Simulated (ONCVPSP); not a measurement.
# Configuration tests for aluminium (Al) (ONCV)

Al, optimised norm-conserving Vanderbilt (ONCV), made with ONCVPSP 4.0.1 (LDA (Perdew-Zunger), scalar-relativistic). Core [Ne], reference 3s2 (charge +1). Waves: 3s: rc 1.40 bohr, ncon 3, nbas 7, qcut 3.6 1/bohr, 2 projectors, debl 3 Ha; p scattering state at 0.06 Ha: rc 1.55 bohr, ncon 3, nbas 6, qcut 4.6 1/bohr, 2 projectors, debl 1.8 Ha. Local part: polynomial inside 1.20 bohr (lpopt 4, dvloc0 6 Ha). Core correction: polynomial model core, fcfact 0.5.

Energies are relative to the spin-unpolarised reference configuration 3s2; without spin polarisation the order of configurations can differ from experiment.

```json
{"valence configuration": "3s2 3p1", "charge": "0", "ΔE all-electron (eV)": "-5.847", "error AE − PS (meV)": "+9.1"}
{"valence configuration": "3s1", "charge": "+2", "ΔE all-electron (eV)": "19.377", "error AE − PS (meV)": "-3.0"}
{"valence configuration": "3s2 3p0.5", "charge": "+0.5", "ΔE all-electron (eV)": "-3.722", "error AE − PS (meV)": "+4.7"}
```

Q: What are ΔE and the potential's error for 3s0 3p3?

A: ΔE = 4.659 eV all-electron; the error (AE − PS) is +9.5 meV.

Levels in the configuration 3s1:

```json
{"level": "3s", "all-electron (eV)": "-23.936", "pseudo (eV)": "-23.942"}
```

Note: ghosts flagged at negative energy: s at -1756.3 eV, p at -3710.8 eV; GHOST(+) flags only above 600 eV. A true bound ghost makes a file unfit for plane-wave use.
